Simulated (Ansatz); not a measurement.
Reaction (formal exchange of groups at a B–Si bond): `CO[SiH2]BO` + `CC=N` → `CC(=N)BO` + `CO[SiH3]`

Calculated with Ansatz (gas phase, PBE0-D4/def2-TZVP geometries, no zero-point term in ΔE). CCSD(T)/CBS is the MP2 limit (def2-TZVPP, def2-QZVPP) plus CCSD(T) − MP2 in def2-TZVPP, frozen cores. Each species was taken in one conformer, which may not be the lowest.

```csv
level,ΔE (kcal/mol)
SCS-MP2/def2-TZVPP,-7.1
HF/def2-QZVPP,-8.2
```

What does CCSD(T)/CBS give? (Best estimate.)

The calculation gave: -5.8 kcal/mol. The listed levels differ from it by -1.3, -2.4 kcal/mol.

Largest T1 diagnostic among the species: 0.013.

From PBE to PBE0 (25 % exact exchange), in def2-TZVPP and without D4, ΔE moves by −1.0 kcal/mol. In def2-TZVPP, CCSD(T) changes the Hartree–Fock value by +2.2 kcal/mol (the triples alone add +0.2 kcal/mol) and MP2 by +1.1 kcal/mol.
